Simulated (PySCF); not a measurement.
Excitation energy of Sn²⁺ by level of theory

Sn²⁺ [Kr] 4d10 5s2 (1S) → Sn²⁺ [Kr] 4d9 5s2 5p1 (high-spin determinant), as a difference of total energies. All numbers are calculated (PySCF 2.14, scalar relativity through the core potential, in aug-cc-pwCVDZ-PP with ECP28MDF). Correlated levels: valence and next inner shell: nothing frozen outside the core potential. The calculations carry no spin-orbit coupling.

```tsv
method	excitation energy (eV)
UHF	26.095
MP2 (valence and next inner shell)	26.908
SCS-MP2 (valence and next inner shell)	26.814
CCSD (valence and next inner shell)	26.588
CCSD(T) (valence and next inner shell)	26.521
```

Task: How much does correlation contribute at CCSD(T) (valence and next inner shell)?

Result: 26.521 − (26.095) = 0.426 eV, measured against UHF.

The determinant of the upper state mixes LS terms, which raises its energy above the lowest term, most at the Hartree-Fock and MP2 levels.
